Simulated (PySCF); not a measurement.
C2H3O, doublet, geometry from GFN2-xTB; DF-M062X/def2-TZVPD run with PySCF.

The PySCF input:
```python
from pyscf import gto, scf, dft

mol = gto.M(
    atom='''
C    -0.982806   -0.640317    0.009182
C     0.008928    0.456806    0.003562
H    -0.514694   -1.629554   -0.005653
H    -1.602347   -0.538696    0.898221
H    -1.628027   -0.524487   -0.859623
O     1.198543    0.474226   -0.013676
''',
    basis='def2-tzvpd',
    charge=0,
    spin=1,
    verbose=4,
)

mf = dft.UKS(mol)
mf.xc = 'm062x'
mf = mf.density_fit(auxbasis='def2-universal-jkfit')
mf.kernel()
```

What the program printed (banner, timings and long lists left out):

```
PySCF version 2.14.0

[INPUT] verbose = 4
[INPUT] num. atoms = 6
[INPUT] num. electrons = 23
[INPUT] charge = 0
[INPUT] spin (= nelec alpha-beta = 2S) = 1
[INPUT] symmetry False subgroup None
[INPUT] Mole.unit = angstrom
[INPUT] Symbol           X                Y                Z      unit          X                Y                Z       unit  Magmom
[INPUT]  1 C     -0.982806000000  -0.640317000000   0.009182000000 AA   -1.857234173579  -1.210023762903   0.017351465276 Bohr   0.0
[INPUT]  2 C      0.008928000000   0.456806000000   0.003562000000 AA    0.016871474840   0.863238232058   0.006731204456 Bohr   0.0
[INPUT]  3 H     -0.514694000000  -1.629554000000  -0.005653000000 AA   -0.972630697957  -3.079410765189  -0.010682621782 Bohr   0.0
[INPUT]  4 H     -1.602347000000  -0.538696000000   0.898221000000 AA   -3.027996986518  -1.017987904399   1.697391689333 Bohr   0.0
[INPUT]  5 H     -1.628027000000  -0.524487000000  -0.859623000000 AA   -3.076525153397  -0.991136785895  -1.624452040377 Bohr   0.0
[INPUT]  6 O      1.198543000000   0.474226000000  -0.013676000000 AA    2.264918018515   0.896157261148  -0.025843894480 Bohr   0.0

nuclear repulsion = 63.0124548875497
number of shells = 55
number of NR pGTOs = 192
number of NR cGTOs = 141
basis = def2-tzvpd
ecp = {}

******** <class 'pyscf.df.df_jk.DFUKS'> ********
method = DFUKS
initial guess = minao
damping factor = 0
level_shift factor = 0
DIIS = <class 'pyscf.scf.diis.CDIIS'>
diis_start_cycle = 1
diis_space = 8
diis_damp = 0
SCF conv_tol = 1e-09
SCF conv_tol_grad = None
SCF max_cycles = 50
direct_scf = False
number electrons alpha = 12  beta = 11
XC library pyscf.dft.libxc version 7.1.2
    S. Lehtola, C. Steigemann, M. J. T. Oliveira, and M. A. L. Marques,  SoftwareX 7, 1–5 (2018)
XC functionals = m062x
    Y. Zhao and D. G. Truhlar,  Theor. Chem. Acc. 120, 215 (2008)
    Y. Zhao and D. G. Truhlar,  Theor. Chem. Acc. 120, 215 (2008)
radial grids:
    Treutler-Ahlrichs [JCP 102, 346 (1995); DOI:10.1063/1.469408] (M4) radial grids

becke partition: Becke, JCP 88, 2547 (1988); DOI:10.1063/1.454033
pruning grids: <function nwchem_prune>
grids dens level: 3
symmetrized grids: False
atomic radii adjust function: <function treutler_atomic_radii_adjust>
small_rho_cutoff = 0
Set gradient conv threshold to 3.16228e-05
tot grids = 71744
******** <class 'pyscf.df.df.DF'> ********
auxbasis = def2-universal-jkfit
init E= -153.469165900335

cycle= 1 E= -153.078486374238  delta_E= 0.391  |g|= 0.462  |ddm|=  1.5
cycle= 2 E= -152.896746076703  delta_E= 0.182  |g|= 0.87  |ddm|= 0.833
cycle= 3 E= -153.17002330782  delta_E= -0.273  |g|= 0.0352  |ddm|= 0.471
cycle= 4 E= -153.170642961973  delta_E= -0.00062  |g|= 0.0212  |ddm|= 0.151
cycle= 5 E= -153.170878196652  delta_E= -0.000235  |g|= 0.00566  |ddm|= 0.0597
cycle= 6 E= -153.170903384695  delta_E= -2.52e-05  |g|= 0.0014  |ddm|= 0.0235
cycle= 7 E= -153.17090612117  delta_E= -2.74e-06  |g|= 0.000432  |ddm|= 0.00835
cycle= 8 E= -153.170906459586  delta_E= -3.38e-07  |g|= 0.000232  |ddm|= 0.00207
cycle= 9 E= -153.1709065635  delta_E= -1.04e-07  |g|= 0.000122  |ddm|= 0.000755
cycle= 10 E= -153.170906610957  delta_E= -4.75e-08  |g|= 5.15e-05  |ddm|= 0.000478
cycle= 11 E= -153.170906619288  delta_E= -8.33e-09  |g|= 2.18e-05  |ddm|= 0.000225
cycle= 12 E= -153.170906620219  delta_E= -9.32e-10  |g|= 1.17e-05  |ddm|= 9.27e-05
Extra cycle  E= -153.170906620166  delta_E= 5.31e-11  |g|= 1.82e-05  |ddm|= 2.2e-05
converged SCF energy = -153.170906620166  <S^2> = 0.75373834  2S+1 = 2.0037348
```
